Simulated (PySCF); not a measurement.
```xyz
4
charge -1 multiplicity 4, angstrom
Co    0.0000    0.0000   -0.0060
H     1.6533    0.0000    0.1178
H    -0.8266    1.4318    0.1178
H    -0.8267   -1.4318    0.1178
```

Computed with UPBE0/[Co def2-TZVPD, H def2-TZVPD], no relativity, density fitting, PySCF.

This geometry of [CoH3]- is a stationary point at this level.

**Question.** What is the point group?

**Answer.** C3v.

**Question.** Is it a minimum?

**Answer.** Yes: all harmonic wavenumbers are real.

**Question.** List the harmonic modes with their infrared intensities.

**Answer.** 
```json
{"symmetry": "a1", "ω (cm⁻¹)": "478", "IR (km/mol, summed over degenerate members)": "490"}
{"symmetry": "e", "ω (cm⁻¹)": "498", "IR (km/mol, summed over degenerate members)": "241"}
{"symmetry": "e", "ω (cm⁻¹)": "1449", "IR (km/mol, summed over degenerate members)": "1876"}
{"symmetry": "a1", "ω (cm⁻¹)": "1516", "IR (km/mol, summed over degenerate members)": "9.2"}
```

**Question.** What are the dipole moment and the gap between the highest occupied and lowest empty levels of either spin?

**Answer.** 0.85 D about the centre of mass and 4.61 eV.

In C3v the vibrations span 2a1 + 2e.

This need not be the most stable arrangement of these atoms. Other spin states or occupations of the open shell can lie lower. The lowest empty level of this anion is unbound, so it and the gap depend on the basis.
